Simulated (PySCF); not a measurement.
CH₄N (SMILES C[NH]), doublet, geometry from GFN2-xTB. Base run: HF/3-21G (PySCF).

PySCF was given this input:
```python
from pyscf import gto, scf

mol = gto.M(
    atom='''
C    -0.585815    0.128395    0.111942
N     0.709462   -0.269098   -0.215816
H    -0.749381    0.155157    1.203444
H    -1.301575   -0.556244   -0.345717
H    -0.800950    1.159594   -0.218501
H     1.400559    0.354808    0.199836
''',
    basis='3-21g',
    charge=0,
    spin=1,
    verbose=4,
)

mf = scf.UHF(mol)
mf.kernel()
mo_i, mo_e, stable_i, stable_e = mf.stability(internal=True, external=True, return_status=True, nroots=6, tol=1e-6)
print('internally stable:', stable_i, ' externally stable:', stable_e)
if not stable_i:
    umf = mf.copy()
    umf.scf_summary = {}
    umf.kernel(umf.make_rdm1(mo_i, mf.mo_occ))
```

The bond that is stretched is that between atoms 4 and 1. A test that says stable can miss a lower solution.

Variants of this job, named by their change:

| change | ΔE vs base (mEh) | <S^2> | E after following the instability (Eh) | <S^2> there | stability test says |
|---|---|---|---|---|---|
| base | 0.000 | 0.759 | - | - | stable |
| bond × 1.25 | 32.450 | 0.759 | - | - | stable |
| bond × 1.5 | 84.112 | 0.782 | - | - | stable |
| bond × 1.8 | 144.7 | 0.760 | -93.93515 | 1.40 | internal instability |
| bond × 2.2 | 211.6 | 0.761 | -93.92083 | 1.67 | internal instability |
| bond × 3.0 | 300.2 | 0.768 | -93.91651 | 1.77 | internal instability |

On stretching, the SCF can end on different states; <S^2> shows the spin contamination of each.
